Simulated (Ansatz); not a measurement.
Geometry optimisation, Ansatz, RKS PBE-D4/6-31G*.

input.yaml

```yaml
crystal:
  periodic: [false, false, false]
  atoms:
    - { symbol: B, position_ang: [0.0, 0.0, 0.0] }
    - { symbol: H, position_ang: [0.0, 0.0, 1.54] }
    - { symbol: F, position_ang: [1.1431, 0.0, -0.66] }
    - { symbol: C, position_ang: [-1.3856, 0.0, -0.8] }
    - { symbol: H, position_ang: [-1.9458, -0.9305, -0.5708] }
    - { symbol: H, position_ang: [-1.9898, 0.8797, -0.4946] }
    - { symbol: H, position_ang: [-1.1839, 0.0508, -1.8903] }
    - { symbol: S, position_ang: [0.0982, 2.076, 0.6906] }
    - { symbol: H, position_ang: [0.6507, 2.1151, 1.9763] }
    - { symbol: H, position_ang: [0.0413, 0.8741, 1.6662] }
basis:
  gaussian: { orbitals: "6-31G*" }
hamiltonian:
  xc: pbe
  dispersion: d4
relax:
  f_tol: 0.15
  max_steps: 25
  restrain:
    - { distance: [0, 7], at: 1.89, k: 30.0 }
    - { distance: [9, 1], at: 0.66, k: 30.0 }
    - { distance: [0, 1], at: 2.39, k: 30.0 }
    - { distance: [9, 7], at: 2.6, k: 30.0 }
```

Command:

```bash
$ ansatz run input.yaml --threads 1 --pin off --max-ram 2048MiB --backend cpu --events-out ev --progress --plain --runs-dir out
```

Task: Where does it end, and by what steps?

Result: The forces met the threshold. The restraints hold the end off the free minimum; the threshold counts their pulls, which the force column leaves out. Restrained pairs: B1–S8 (2.19 → 1.87 Å), H2–H10 (0.88 → 0.71 Å), B1–H2 (1.54 → 2.40 Å), S8–H10 (1.55 → 2.61 Å). After 12 steps the energy has fallen by 3.611 eV (the restraints' own energy left out); H9 moved furthest, 1.19 Å.

```
step  energy less start (eV)  largest force component (eV/Å)  accepted
   0                  0.0000                           3.667       yes
   1                 -0.6738                           4.222       yes
   2                 -1.4698                           4.654       yes
   3                 -2.3133                           3.347       yes
   4                 -2.8646                           1.833       yes
   5                 -3.1253                           2.227       yes
   6                 -3.3728                           1.543       yes
   7                 -3.5177                           1.334       yes
   8                 -3.5692                           1.568       yes
   9                 -3.5789                           1.412       yes
  10                 -3.5729                           1.696        no
  11                 -3.5959                           1.707       yes
  12                 -3.6110                           1.690       yes
```

```xyz
10
Properties=species:S:1:pos:R:3
B -0.032 0.701 -0.167
H -0.269 -0.527 1.882
F 1.138 0.056 -0.275
C -1.344 0.123 -0.801
H -1.536 -0.898 -0.426
H -2.236 0.737 -0.609
H -1.220 0.027 -1.896
S -0.026 2.361 0.689
H 1.298 2.326 1.003
H -0.345 0.160 2.056
```

The run took 30 s on 1 thread of Intel(R) Xeon(R) Platinum 8124M CPU @ 3.00GHz (Skylake/Cascade Lake), with other jobs on the host, peak memory 0.16 GiB.
